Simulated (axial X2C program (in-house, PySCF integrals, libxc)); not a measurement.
Which molecule has these constants?

All values come from calculations with an in-house relativistic program for diatomic molecules, spin-free (one-electron X2C) or two-component (2c: spin–orbit coupling with atomic mean-field Coulomb and Gaunt terms, which also bring small scalar terms), in Dyall basis sets with cores contracted in-house; open shells are unrestricted.

A two-component PBE0 calculation in a Dyall 3-zeta basis gave Re = 2.891 Å, ωe = 192.0 cm⁻¹, De = 1.01 eV, Ω = 1.

Problem. Which molecule is it?
A. SiH⁻
B. NaSi⁻
C. CsSi⁻
D. KSi⁻

Solution. B. The others have SiH⁻ 1.560 Å and 1851.7 cm⁻¹ (Ω = 1); CsSi⁻ 3.480 Å and 122.5 cm⁻¹ (Ω = 1); KSi⁻ 3.244 Å and 150.9 cm⁻¹ (Ω = 1).

Each entry is the lowest single determinant of a limited PBE0 search at one distance. De goes to single-determinant-based atoms at the same level (for ions the charge split of lowest energy) and is withheld (n/a) where an atom does not fit its ground term or J level. Main or longest-lived isotopes. One determinant is a doubtful description, or other states lie close, for NaSi⁻, SiH⁻, CsSi⁻, KSi⁻; these need not be ground states, and all values refer to the states named. Some open-shell Ω = 0 determinants are out of reach, so the Ω given for NaSi⁻, SiH⁻, CsSi⁻, KSi⁻ need not be the lowest component. With several unpaired electrons the Ω given is that of one determinant, not necessarily of the lowest component. The functionals have no current term, which raises determinants with orbital currents.
